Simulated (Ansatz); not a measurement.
```yaml
crystal:
  periodic: [false, false, false]
  atoms:
    - {symbol: Ag, position_ang: [-0.423852, 1.641532, -0.932930]}
    - {symbol: H, position_ang: [0.630050, 2.424182, 0.282380]}
    - {symbol: Ag, position_ang: [1.107663, 0.990547, 1.239687]}
    - {symbol: H, position_ang: [1.410272, -0.599659, 2.001241]}
    - {symbol: Ag, position_ang: [0.423805, -1.641533, 0.932968]}
    - {symbol: H, position_ang: [-0.629619, -2.424257, -0.282751]}
    - {symbol: Ag, position_ang: [-1.107617, -0.990563, -1.239719]}
    - {symbol: H, position_ang: [-1.410713, 0.599762, -2.000887]}
basis:
  gaussian: {orbitals: def2-mTZVPP}
hamiltonian: {xc: {name: HSE06}, dispersion: d3bj}
scf: {omitted_lower_state_checks: [starts]}
output: {forces: true}
```

```sh
$ ansatz run in.yaml --threads 4 --pin off --events-out ev --progress --plain --max-ram 3916MiB
```

Output, abridged:

```
Functional definition: HSE06
1732 factors; integrals over basis functions are off by at most 6.9e-4 eV
102 factors; integrals over basis functions are off by at most 1.2e-5 eV
mean field evaluation 1: about -16061.8348 eV, gradient 4.6e1 eV
mean field evaluation 2: about -16054.5192 eV, gradient 8.8e1 eV
mean field evaluation 4: about -16065.4227 eV, gradient 1.7e0 eV
mean field evaluation 8: about -16065.7586 eV, gradient 2.6e-2 eV
mean field -16065.75864094 eV, -590.4057402922 hartree, gradient 1.8e-5 eV, S^2 0.000000; 0 other end points of the search recorded, 0 dependent functions left out
reference -16065.75869985 eV, -590.4057424571 hartree; 40, 40 occupied and 112, 112 virtual orbitals, 1732 factors
Total energy: -16066.06308699 eV, -590.4169284781 hartree
Atom 0 at    -0.423852     1.641532    -0.932930 Å, force    -0.007119     0.029233    -0.016119 eV/Å
Atom 1 at     0.630050     2.424182     0.282380 Å, force     0.012149     0.047630     0.005366 eV/Å
Atom 2 at     1.107663     0.990547     1.239687 Å, force     0.019535     0.017014     0.022041 eV/Å
Atom 3 at     1.410272    -0.599659     2.001241 Å, force     0.027804    -0.011382     0.039230 eV/Å
Atom 4 at     0.423805    -1.641533     0.932968 Å, force     0.007191    -0.029193     0.016063 eV/Å
Atom 5 at    -0.629619    -2.424257    -0.282751 Å, force    -0.012148    -0.047669    -0.005127 eV/Å
Atom 6 at    -1.107617    -0.990563    -1.239719 Å, force    -0.019649    -0.016826    -0.022093 eV/Å
Atom 7 at    -1.410713     0.599762    -2.000887 Å, force    -0.027764     0.011194    -0.039362 eV/Å
Dipole moment:     0.000004    -0.000017     0.000009 e Å
Checks for a lower state left out: starts
```

It took 4.1 s on 4 threads of Intel Xeon Platinum 8375C on a shared host, peak host memory 0.55 GiB.

In the def2 sets Ag takes a core potential; there is no spin–orbit coupling. HSE06 is defined as in plane-wave codes, on full-range PBE exchange.
